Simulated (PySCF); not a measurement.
# Adding and removing an electron: BiH

PBE; PySCF, scalar-relativistic core potentials, basis sets Bi def2-TZVP with ECP60, H def2-TZVP. Neutral (UKS): triplet (π ↑↑), Re = 1.813 Å, ωe = 1741 cm⁻¹, De = 2.47 eV, HOMO -5.14 eV, LUMO -3.61 eV.

BiH⁺ (UKS): doublet (π ↑), Re = 1.805 Å, ωe = 1814 cm⁻¹. The energies at the minima are -215.22741 hartree for BiH and -214.91676 for BiH⁺.

Question: Work out the adiabatic ionisation energy, without and with harmonic zero-point energies (1 hartree = 27.2114 eV, 1 eV = 8065.5 cm⁻¹), and the change of the bond length.

Answer: At PBE: 0.31065 hartree = 8.453 eV between the minima; the zero-point term (1814.0 − 1741.0)/2 cm⁻¹ = +0.005 eV makes it 8.458 eV. Re changes by -0.8 pm against the neutral. The electron leaves a π orbital, which is non-bonding in a hydride.

These are scalar-relativistic numbers at best; spin–orbit coupling would shift them, the dissociation energy most. States were picked by a PBE0 search and need not be the measured ground states.
